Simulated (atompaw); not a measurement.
# Cutoff test, Tb (Z = 65), PAW (atompaw)

atompaw 4.2.0.5 input, output lines left out:

```
Tb 65
GGA-PBE scalarrelativistic loggrid 2001 logderivrange -6 5 276
6 6 5 4 0 0
6 1 0
5 2 1
4 3 8
0 0 0
c
c
c
c
v
v
c
c
c
v
v
c
c
v
v
3
3.00 2.90 2.05 2.75
n
n
y
0.7
n
y
0.05
n
custom rrkj vanderbiltortho besselshape
4 0 troulliermartins
1.60
1.85
2.75
3.00
3.00
3.00
1.20
1.20
```

The pseudo-atom Hamiltonian at the reference potential is diagonalised in spherical Bessel functions j_l(qr) that vanish at 20 bohr, with q² up to the cutoff. All-electron valence levels (Ry): 5s -3.7686, 6s -0.3083, 5p -2.0498, 6p -0.0979, 5d -0.1781, 4f -0.6593.

Task: How do the lowest levels (Ry) of each channel move with the cutoff, and are there ghosts?

Result:

| cutoff (Ry) | s #1 | s #2 | p #1 | p #2 | d #1 | d #2 | f #1 | Σ f·Δε (mRy) |
| --- | --- | --- | --- | --- | --- | --- | --- | --- |
| 8 | -3.7291 | -0.3000 | -2.0338 | -0.0978 | -0.1739 | 0.0484 | 0.0963 | 6239.5 |
| 15 | -3.7658 | -0.3075 | -2.0496 | -0.0979 | -0.1780 | 0.0477 | 0.0963 | 6052.6 |
| 21 | -3.7680 | -0.3081 | -2.0498 | -0.0979 | -0.1781 | 0.0477 | 0.0962 | 6045.3 |
| 30 | -3.7684 | -0.3083 | -2.0498 | -0.0979 | -0.1781 | 0.0477 | 0.0962 | 6043.9 |
| 45 | -3.7685 | -0.3083 | -2.0498 | -0.0979 | -0.1781 | 0.0477 | 0.0134 | 5381.2 |
| 60 | -3.7685 | -0.3083 | -2.0498 | -0.0979 | -0.1781 | 0.0477 | -0.4239 | 1882.7 |
| 80 | -3.7685 | -0.3083 | -2.0498 | -0.0979 | -0.1781 | 0.0477 | -0.6432 | 128.2 |
| 100 | -3.7685 | -0.3083 | -2.0498 | -0.0979 | -0.1781 | 0.0477 | -0.6572 | 16.6 |
| 140 | -3.7685 | -0.3083 | -2.0498 | -0.0979 | -0.1781 | 0.0477 | -0.6587 | 4.4 |
| 200 | -3.7685 | -0.3083 | -2.0498 | -0.0979 | -0.1781 | 0.0477 | -0.6591 | 1.0 |
| 260 | -3.7685 | -0.3083 | -2.0498 | -0.0979 | -0.1781 | 0.0477 | -0.6592 | 0.3 |
| 400 | -3.7685 | -0.3083 | -2.0498 | -0.0979 | -0.1781 | 0.0477 | -0.6592 | 0.0 |

Result: no extra level below or beside the all-electron valence levels (s, p, d, f tested); 10 mRy is reached at 140 Ry and 1 mRy at 200 Ry.
